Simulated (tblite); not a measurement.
Record of a relaxation.

Compound: C₄H₄N₂S.
Atom-mapped SMILES: `[CH2:1]=[CH:2][c:3]1[n:4][n:5][cH:6][s:7]1` (hydrogens: H8, H9 on C1; H10 on C2; H11 on C6)

Computed with GFN2-xTB (tblite), gas phase: L-BFGS steps from a force-field or distance-geometry start until the largest atomic force falls under 0.01 eV/Å. 14 of its 29 geometries are shown.

Step 0: E = -534.2280 eV, largest atomic force 2.573 eV/Å
```
atom  x, y, z in Å  |  force x, y, z in eV/Å
C1     -2.217   -0.322    0.286   -0.369   0.135  -0.005
C2     -1.234    0.568    0.121   -0.450  -0.933   0.257
C3      0.141    0.145    0.134    0.301  -0.882  -0.039
N4      0.606   -1.070    0.266    1.609   0.655  -0.002
N5      1.984   -1.140    0.234   -1.730   1.878  -0.317
C6      2.512    0.048    0.046   -0.034  -1.757   0.296
S7      1.389    1.331   -0.079    0.388   0.699  -0.096
H8     -3.254    0.012    0.290    0.345  -0.213  -0.002
H9     -2.034   -1.385    0.421    0.035   0.436  -0.069
H10    -1.468    1.615    0.005    0.267   0.033  -0.052
H11     3.581    0.201   -0.016   -0.362  -0.050   0.028
```

Step 2: E = -534.3680 eV, largest atomic force 0.409 eV/Å
```
atom  x, y, z in Å  |  force x, y, z in eV/Å
C1     -2.229   -0.324    0.287    0.095   0.101  -0.013
C2     -1.238    0.550    0.126   -0.139  -0.291   0.110
C3      0.144    0.134    0.132    0.039   0.236  -0.094
N4      0.635   -1.058    0.267   -0.315   0.190   0.045
N5      1.947   -1.113    0.229    0.228   0.096  -0.076
C6      2.518    0.025    0.050   -0.322   0.021   0.033
S7      1.398    1.347   -0.082    0.219   0.099  -0.019
H8     -3.249    0.007    0.290   -0.176  -0.044   0.004
H9     -2.033   -1.373    0.419    0.007   0.011  -0.011
H10    -1.458    1.611    0.004    0.290  -0.288  -0.001
H11     3.571    0.198   -0.015    0.075  -0.131   0.021
```

Step 4: E = -534.3874 eV, largest atomic force 0.218 eV/Å
```
atom  x, y, z in Å  |  force x, y, z in eV/Å
C1     -2.237   -0.327    0.288    0.129   0.098  -0.006
C2     -1.239    0.536    0.134   -0.054  -0.075  -0.005
C3      0.147    0.148    0.125   -0.002   0.113   0.036
N4      0.625   -1.041    0.270    0.082  -0.024  -0.040
N5      1.943   -1.108    0.224   -0.122  -0.028   0.035
C6      2.509    0.029    0.052    0.138   0.064  -0.032
S7      1.415    1.361   -0.084   -0.059   0.070  -0.017
H8     -3.258    0.002    0.290   -0.119  -0.017   0.006
H9     -2.033   -1.369    0.418   -0.027  -0.215   0.024
H10    -1.434    1.588    0.004    0.051   0.122  -0.019
H11     3.568    0.185   -0.013   -0.017  -0.108   0.018
```

Step 6: E = -534.3901 eV, largest atomic force 0.108 eV/Å
```
atom  x, y, z in Å  |  force x, y, z in eV/Å
C1     -2.236   -0.327    0.289   -0.052  -0.092   0.021
C2     -1.239    0.534    0.134    0.005   0.090  -0.023
C3      0.147    0.153    0.125    0.031  -0.013   0.031
N4      0.625   -1.039    0.268   -0.026   0.062  -0.029
N5      1.940   -1.107    0.224    0.020   0.046   0.007
C6      2.511    0.031    0.051   -0.008   0.000  -0.012
S7      1.415    1.364   -0.085   -0.018   0.011  -0.006
H8     -3.262    0.000    0.290    0.029  -0.051   0.004
H9     -2.034   -1.375    0.419   -0.046  -0.034   0.004
H10    -1.430    1.589    0.003    0.022   0.058  -0.009
H11     3.568    0.180   -0.012    0.044  -0.078   0.011
```

Step 9: E = -534.3920 eV, largest atomic force 0.045 eV/Å
```
atom  x, y, z in Å  |  force x, y, z in eV/Å
C1     -2.236   -0.332    0.290    0.031   0.031  -0.010
C2     -1.241    0.536    0.133   -0.005  -0.004   0.008
C3      0.147    0.159    0.127   -0.010   0.003  -0.015
N4      0.624   -1.033    0.266   -0.006   0.003   0.016
N5      1.939   -1.102    0.224   -0.012  -0.002  -0.011
C6      2.511    0.033    0.050    0.010   0.011   0.001
S7      1.415    1.369   -0.086    0.019   0.001   0.003
H8     -3.263   -0.007    0.291    0.009  -0.029   0.002
H9     -2.039   -1.382    0.419    0.003   0.020   0.001
H10    -1.424    1.594    0.002   -0.044  -0.011   0.003
H11     3.572    0.167   -0.010    0.004  -0.021   0.003
```

Step 11: E = -534.3922 eV, largest atomic force 0.036 eV/Å
```
atom  x, y, z in Å  |  force x, y, z in eV/Å
C1     -2.235   -0.331    0.290   -0.002   0.001  -0.002
C2     -1.242    0.537    0.134    0.022   0.010   0.000
C3      0.146    0.159    0.127    0.025   0.019  -0.007
N4      0.624   -1.032    0.267    0.000   0.005   0.003
N5      1.939   -1.101    0.224   -0.012  -0.007  -0.001
C6      2.512    0.034    0.049    0.002  -0.015   0.003
S7      1.417    1.369   -0.086    0.003   0.007   0.001
H8     -3.262   -0.010    0.291   -0.025  -0.003   0.000
H9     -2.040   -1.381    0.419    0.026  -0.007   0.002
H10    -1.427    1.594    0.002   -0.036   0.000   0.002
H11     3.573    0.164   -0.010   -0.003  -0.010   0.001
```

Step 13: E = -534.3925 eV, largest atomic force 0.040 eV/Å
```
atom  x, y, z in Å  |  force x, y, z in eV/Å
C1     -2.234   -0.331    0.289   -0.022  -0.026   0.007
C2     -1.241    0.539    0.134   -0.003   0.010  -0.008
C3      0.147    0.162    0.126    0.010   0.025   0.011
N4      0.623   -1.030    0.267   -0.002   0.012  -0.016
N5      1.937   -1.101    0.223    0.001  -0.009   0.012
C6      2.513    0.033    0.049   -0.006  -0.027   0.001
S7      1.419    1.370   -0.086    0.006   0.003  -0.003
H8     -3.262   -0.014    0.291   -0.008   0.013  -0.003
H9     -2.039   -1.380    0.420    0.038  -0.012   0.000
H10    -1.432    1.595    0.002   -0.010   0.011   0.000
H11     3.575    0.160   -0.009   -0.004   0.001  -0.002
```

Step 15: E = -534.3927 eV, largest atomic force 0.033 eV/Å
```
atom  x, y, z in Å  |  force x, y, z in eV/Å
C1     -2.233   -0.331    0.289    0.002  -0.013   0.006
C2     -1.242    0.541    0.134   -0.033  -0.002  -0.005
C3      0.148    0.166    0.126   -0.029   0.005   0.015
N4      0.621   -1.027    0.267   -0.016   0.010  -0.016
N5      1.936   -1.101    0.223   -0.007  -0.003   0.012
C6      2.513    0.032    0.049   -0.003  -0.007  -0.001
S7      1.421    1.372   -0.086    0.017  -0.009  -0.002
H8     -3.263   -0.018    0.291    0.024   0.007  -0.003
H9     -2.034   -1.381    0.420    0.031  -0.002  -0.002
H10    -1.439    1.596    0.002    0.012   0.007  -0.001
H11     3.575    0.155   -0.009    0.000   0.008  -0.004
```

Step 17: E = -534.3930 eV, largest atomic force 0.026 eV/Å
```
atom  x, y, z in Å  |  force x, y, z in eV/Å
C1     -2.232   -0.333    0.290    0.025   0.008  -0.001
C2     -1.243    0.543    0.133   -0.010   0.000   0.003
C3      0.148    0.171    0.126   -0.023  -0.010  -0.002
N4      0.619   -1.024    0.266   -0.022  -0.004   0.005
N5      1.933   -1.102    0.224   -0.023   0.004  -0.002
C6      2.514    0.029    0.049   -0.003   0.010   0.002
S7      1.425    1.373   -0.086    0.002  -0.009   0.002
H8     -3.262   -0.020    0.291    0.023  -0.009  -0.001
H9     -2.028   -1.381    0.420    0.015   0.003  -0.001
H10    -1.444    1.597    0.002    0.017   0.003  -0.002
H11     3.576    0.151   -0.009   -0.001   0.005  -0.002
```

Step 19: E = -534.3931 eV, largest atomic force 0.024 eV/Å
```
atom  x, y, z in Å  |  force x, y, z in eV/Å
C1     -2.231   -0.334    0.290    0.012   0.004  -0.002
C2     -1.245    0.544    0.133    0.021   0.011   0.003
C3      0.146    0.172    0.127    0.011  -0.001  -0.011
N4      0.617   -1.022    0.265   -0.007  -0.008   0.012
N5      1.931   -1.102    0.224   -0.012  -0.001  -0.007
C6      2.513    0.028    0.050   -0.012  -0.001   0.004
S7      1.427    1.372   -0.086   -0.021   0.004   0.003
H8     -3.260   -0.022    0.291    0.001  -0.015   0.001
H9     -2.023   -1.381    0.420    0.009   0.001   0.000
H10    -1.446    1.598    0.002    0.012   0.007  -0.003
H11     3.576    0.149   -0.009   -0.014  -0.002   0.000
```

Step 22: E = -534.3934 eV, largest atomic force 0.024 eV/Å
```
atom  x, y, z in Å  |  force x, y, z in eV/Å
C1     -2.226   -0.334    0.290   -0.014  -0.002  -0.001
C2     -1.244    0.548    0.133    0.004   0.006  -0.005
C3      0.145    0.176    0.125    0.014   0.005   0.007
N4      0.611   -1.020    0.266    0.018   0.001  -0.006
N5      1.925   -1.103    0.224    0.021  -0.010   0.005
C6      2.510    0.026    0.051   -0.014  -0.007  -0.003
S7      1.427    1.373   -0.085   -0.009   0.007  -0.001
H8     -3.257   -0.029    0.291   -0.013  -0.012   0.004
H9     -2.012   -1.381    0.420    0.009   0.009  -0.001
H10    -1.447    1.602    0.001    0.005   0.010  -0.001
H11     3.574    0.145   -0.009   -0.022  -0.008   0.003
```

Step 24: E = -534.3935 eV, largest atomic force 0.013 eV/Å
```
atom  x, y, z in Å  |  force x, y, z in eV/Å
C1     -2.224   -0.334    0.290   -0.004   0.006  -0.002
C2     -1.244    0.550    0.133   -0.009  -0.002  -0.004
C3      0.146    0.177    0.125   -0.007  -0.007   0.009
N4      0.610   -1.020    0.266    0.004  -0.002  -0.005
N5      1.923   -1.103    0.224    0.006   0.001   0.004
C6      2.509    0.025    0.051    0.001   0.005  -0.005
S7      1.427    1.373   -0.085    0.007  -0.003  -0.001
H8     -3.257   -0.032    0.291   -0.008  -0.008   0.003
H9     -2.008   -1.381    0.420    0.007   0.010  -0.002
H10    -1.447    1.603    0.001    0.004   0.002   0.000
H11     3.572    0.143   -0.009    0.000  -0.002   0.001
```

Step 26: E = -534.3935 eV, largest atomic force 0.011 eV/Å
```
atom  x, y, z in Å  |  force x, y, z in eV/Å
C1     -2.224   -0.334    0.290   -0.001   0.005  -0.001
C2     -1.244    0.550    0.133   -0.002   0.000   0.001
C3      0.145    0.177    0.126   -0.005  -0.005   0.000
N4      0.610   -1.020    0.266   -0.005  -0.004   0.003
N5      1.924   -1.104    0.224   -0.006   0.004  -0.002
C6      2.509    0.025    0.050    0.007   0.003  -0.001
S7      1.427    1.373   -0.085    0.001  -0.004   0.001
H8     -3.257   -0.033    0.291   -0.006  -0.004   0.001
H9     -2.007   -1.380    0.420    0.004   0.003  -0.001
H10    -1.447    1.604    0.001    0.003   0.000   0.000
H11     3.571    0.143   -0.009    0.011   0.002   0.000
```

Step 28: E = -534.3936 eV, largest atomic force 0.006 eV/Å
```
atom  x, y, z in Å  |  force x, y, z in eV/Å
C1     -2.225   -0.334    0.289   -0.003  -0.001   0.000
C2     -1.245    0.551    0.133    0.001   0.002   0.002
C3      0.145    0.177    0.126    0.001   0.002  -0.005
N4      0.610   -1.020    0.266   -0.001   0.001   0.004
N5      1.923   -1.104    0.224   -0.002   0.000  -0.003
C6      2.509    0.025    0.050    0.003  -0.004   0.002
S7      1.427    1.373   -0.085   -0.005  -0.001   0.001
H8     -3.258   -0.034    0.291   -0.004  -0.001   0.000
H9     -2.005   -1.379    0.419    0.001  -0.001   0.000
H10    -1.447    1.604    0.001    0.001   0.001  -0.001
H11     3.571    0.142   -0.009    0.006   0.002   0.000
```

**Question.** Summarise the path.

**Answer.** The energy falls by 15.98 kJ/mol from step 0 to step 28; nine tenths of that is first reached at step 4. It falls at every step. The largest force goes from 2.573 to 0.006 eV/Å. Among the bonds N4–N5 changes most, from 1.380 to 1.317 Å; the atoms move by 0.043 Å rms after alignment.

**Question.** Follow the three bonds and two angles with the largest change from start to end.

**Answer.** 
```csv
step,E above end (kJ/mol),largest force (eV/Å),N4–N5 (Å),C3–S7 (Å),N5–C6 (Å),C3–C2–H10 (°),N4–N5–C6 (°)
0,15.98,2.573,1.380,1.734,1.313,119.5,111.0
1,3.87,0.646,1.332,1.751,1.276,118.7,113.6
2,2.47,0.409,1.313,1.758,1.286,118.3,114.2
4,0.59,0.218,1.321,1.767,1.282,115.9,113.6
5,0.45,0.141,1.319,1.766,1.284,115.6,113.7
6,0.33,0.108,1.318,1.765,1.284,115.4,113.7
7,0.23,0.100,1.317,1.764,1.284,115.1,113.7
9,0.15,0.045,1.318,1.766,1.283,114.8,113.8
10,0.14,0.044,1.318,1.767,1.283,114.8,113.8
11,0.13,0.036,1.318,1.767,1.283,114.9,113.8
12,0.12,0.036,1.318,1.767,1.284,115.1,113.8
13,0.10,0.040,1.317,1.767,1.284,115.2,113.9
15,0.08,0.033,1.317,1.766,1.283,115.4,113.8
16,0.06,0.035,1.317,1.766,1.283,115.5,113.8
17,0.05,0.026,1.317,1.767,1.283,115.5,113.8
18,0.05,0.024,1.317,1.767,1.283,115.5,113.8
19,0.04,0.024,1.317,1.768,1.283,115.5,113.8
21,0.02,0.026,1.317,1.767,1.284,115.6,113.9
22,0.01,0.024,1.317,1.766,1.283,115.7,113.9
23,0.01,0.017,1.317,1.765,1.283,115.7,113.8
24,0.00,0.013,1.317,1.765,1.283,115.7,113.8
26,0.00,0.011,1.317,1.766,1.283,115.7,113.8
27,0.00,0.010,1.317,1.766,1.283,115.7,113.8
28,0.00,0.006,1.317,1.766,1.283,115.7,113.8
```

What follows is the cost of the whole relaxation. Hardware: one thread of an Arm Neoverse V1, shared host with 64 logical CPUs at a one-minute load of 24. Cost: 0.15 s of wall time.
